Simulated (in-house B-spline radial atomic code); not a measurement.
# LDA VWN5 excitations of Mg2+

Method: LDA VWN5. Computed with a B-spline radial code for spherical atoms: linear response of the closed shell [He] 2s2 2p6 with the functional's adiabatic kernel; non-relativistic, point nucleus, no spin-orbit coupling, no double excitations, S, P, D and F terms only. Only terms of natural parity with L up to 3 were computed.

Command:
```bash
python run_td.py task.json out
```
Settings (radii: box in bohr, nucleus in fm):
```
Z                        12
electrons                10
configuration            [He] 2s2 2p6
hamiltonian              nr
method                   lda,vwn
box_radius               29.48
intervals                52
```

Run time, properties included: 0.2 s on 1 thread of Intel(R) Xeon(R) Platinum 8375C CPU @ 2.90GHz (Ice Lake), on a shared host.

The lowest states, in the order of their Tamm-Dancoff energies; the method's threshold (minus the highest occupied level) is 66.86 eV. Labels give the largest channel, * marks a mixed state, and oscillator strengths are full-response dipole values. Semilocal kernels can invert the small singlet-triplet splittings of Rydberg terms. Energies in eV:

| state | full response | Tamm-Dancoff | oscillator strength |
| --- | --- | --- | --- |
| 2p → 3s 3P | 48.67 | 48.68 | - |
| 2p → 3s 1P | 49.14 | 49.16 | 0.191 |
| 2p → 3p 3S | 53.55 | 53.58 | - |
| 2p → 3p 3D | 54.00 | 54.00 | - |
| 2p → 3p 1D | 54.23 | 54.23 | - |
| 2p → 3p 1S | 56.02 | 56.22 | - |
| 2p → 3d 3P | 59.79 | 59.79 | - |
| 2p → 3d 1F | ? | ? | - |
| 2p → 3d 3F | 59.85 | 59.85 | - |
| 2p → 4s 3P | ? | ? | - |

Question: Where does 2p → 4s 3P lie?

Answer: At 59.90 eV in full response, 59.90 eV in Tamm-Dancoff.

Question: Where does 2p → 3d 1F lie?

Answer: At 59.83 eV in full response, 59.83 eV in Tamm-Dancoff.

Question: How large is the singlet-triplet splitting of 2p → 3s (P terms) in Tamm-Dancoff?

Answer: 0.483 eV, from the unrounded values.

Question: What polarisabilities and dispersion coefficient does the method give?

Answer: Dipole 0.5137 bohr³, quadrupole 0.608 bohr⁵, C6 0.6242 hartree·bohr⁶ for two such species.
